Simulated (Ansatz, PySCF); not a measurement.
System: C2H3O, charge 0, multiplicity 2. It need not be the lowest isomer of its formula. 
Coordinates optimised at B3LYP-D3(BJ)/def2-TZVP (Ansatz, a program for electronic structure):
SMILES: OC=[CH]
```xyz
6

C      1.2891     0.0507    -0.0240
C      0.0483    -0.1691     0.3224
O     -1.0340     0.1977    -0.4313
H      2.2697    -0.1307     0.3733
H     -0.1818    -0.6739     1.2637
H     -1.8400    -0.0664     0.0231
```
Charge 0, spin multiplicity 2.

Property: atomisation energy (electronic, to ground-state atoms), in kcal/mol. Cores are frozen in the correlated levels unless marked. Open shells are spin-unrestricted. Spin-orbit coupling is left out. Non-relativistic. The coupled-cluster limit lacks core correlation, which all-electron functionals hold. CBS marks a two-point X^-3 extrapolation of the correlation energy; Hartree-Fock from the larger set. [CCSD(T)-MP2]/basis is that difference in the basis named.

```json
[
 {"level": "HF/STO-3G", "program": "Ansatz", "atomisation energy (kcal/mol)": "416.2", "minus last row": "-127.3"},
 {"level": "HF/def2-TZVPD", "program": "PySCF", "atomisation energy (kcal/mol)": "382.2", "minus last row": "-161.3"},
 {"level": "PBE-D3(BJ)/def2-TZVPD", "program": "Ansatz + dftd3", "atomisation energy (kcal/mol)": "567.2", "minus last row": "23.7"},
 {"level": "r2SCAN/def2-TZVPD", "program": "Ansatz", "atomisation energy (kcal/mol)": "550.2", "minus last row": "6.7"},
 {"level": "r2SCAN-D3(BJ)/def2-TZVPD", "program": "Ansatz + dftd3", "atomisation energy (kcal/mol)": "550.7", "minus last row": "7.2"},
 {"level": "B3LYP-D3(BJ)/def2-TZVPD", "program": "Ansatz + dftd3", "atomisation energy (kcal/mol)": "546.7", "minus last row": "3.2"},
 {"level": "PBE0-D4/def2-TZVP", "program": "Ansatz + dftd4", "atomisation energy (kcal/mol)": "549.1", "minus last row": "5.6"},
 {"level": "PBE0/def2-QZVPP", "program": "Ansatz", "atomisation energy (kcal/mol)": "549.9", "minus last row": "6.4"},
 {"level": "TPSSh-D4/def2-TZVPD", "program": "PySCF + dftd4", "atomisation energy (kcal/mol)": "545.4", "minus last row": "1.9"},
 {"level": "r2SCANh/def2-TZVPD", "program": "Ansatz", "atomisation energy (kcal/mol)": "544.8", "minus last row": "1.3"},
 {"level": "LC-wPBE-D4/def2-TZVPD", "program": "Ansatz + dftd4", "atomisation energy (kcal/mol)": "547.6", "minus last row": "4.1"},
 {"level": "wB97X-V/def2-TZVPD", "program": "Ansatz", "atomisation energy (kcal/mol)": "543.0", "minus last row": "-0.5"},
 {"level": "RPA@PBE/cc-pVQZ", "program": "Ansatz", "atomisation energy (kcal/mol)": "508.0", "minus last row": "-35.5"},
 {"level": "MP2/aug-cc-pVDZ", "program": "Ansatz", "atomisation energy (kcal/mol)": "512.1", "minus last row": "-31.4"},
 {"level": "MP2/cc-pVDZ", "program": "Ansatz", "atomisation energy (kcal/mol)": "501.5", "minus last row": "-42.0"},
 {"level": "RI-MP2/cc-pVTZ", "program": "Ansatz", "atomisation energy (kcal/mol)": "534.3", "minus last row": "-9.2"},
 {"level": "SCS-MP2/STO-3G", "program": "Ansatz", "atomisation energy (kcal/mol)": "476.4", "minus last row": "-67.1"},
 {"level": "SCS-MP2/6-31G", "program": "Ansatz", "atomisation energy (kcal/mol)": "444.6", "minus last row": "-98.9"},
 {"level": "CCSD/cc-pVDZ", "program": "Ansatz", "atomisation energy (kcal/mol)": "488.7", "minus last row": "-54.8"},
 {"level": "CCSD(T)/STO-3G", "program": "Ansatz", "atomisation energy (kcal/mol)": "496.9", "minus last row": "-46.6"},
 {"level": "RI-MP2/CBS(cc-pVTZ,cc-pVQZ)+[CCSD(T)-MP2]/cc-pVTZ", "program": "Ansatz", "atomisation energy (kcal/mol)": "543.5", "minus last row": "0.0"}
]
```

The UHF reference is spin-contaminated (<S^2> 0.18 over the pure value in the largest basis).
